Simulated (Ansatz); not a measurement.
This geometry of C2H8OSi2 (13 atoms, charge 0, multiplicity 1) is a first-order saddle point.

Method: RHF/def2-mTZVP in Ansatz.

```xyz
13
Properties=species:S:1:pos:R:3
O -1.248 0.574 1.695
C -0.529 1.433 0.843
Si 0.313 0.520 -0.596
C -0.441 -0.964 -1.289
Si 1.037 -1.835 -0.301
H -0.648 0.019 2.171
H -1.252 2.131 0.435
H 0.194 2.028 1.392
H 1.120 1.375 -1.476
H -0.358 -1.176 -2.341
H -1.383 -1.296 -0.884
H 2.331 -1.293 -0.783
H 0.882 -1.550 1.149
```

Problem. Which two structures does it join? (They come from a converged band through this point; their orientation in space is the band's.)

Solution. Bonds broken: Si3–H12. Bonds formed: Si3–Si5, Si5–H12.

Initial state:

```xyz
13
Properties=species:S:1:pos:R:3
O -1.170 0.799 1.738
C -0.561 1.503 0.669
Si 0.657 0.414 -0.303
C -0.214 -1.088 -1.049
Si 0.918 -2.551 -1.470
H -0.540 0.653 2.427
H -1.367 1.825 0.021
H -0.079 2.410 1.026
H 1.295 1.223 -1.365
H -0.735 -0.747 -1.940
H -0.962 -1.383 -0.315
H 1.725 -0.020 0.631
H 1.052 -3.076 -0.057
```

Final state:

```xyz
13
Properties=species:S:1:pos:R:3
O -1.205 0.664 1.781
C -0.659 1.535 0.811
Si 0.389 0.621 -0.487
C -0.326 -0.959 -1.250
Si 1.179 -1.485 -0.208
H -0.514 0.325 2.329
H -1.501 2.010 0.322
H -0.087 2.333 1.277
H 1.048 1.550 -1.424
H -0.278 -1.086 -2.321
H -1.286 -1.275 -0.865
H 2.360 -1.972 -0.937
H 0.900 -2.296 0.988
```

Problem. How far does it lie above each of them?

Solution. 1.11 eV above the first and 1.29 eV above the second. This is the barrier of this one path; another mechanism may lie lower. The orbitals stay closed-shell, which can raise the energy where a bond breaks towards radicals; this wasn't checked here.

Time of the run: 4.2 min on 2 threads of Arm Neoverse V2 (shared host), peak memory 0.29 GiB.
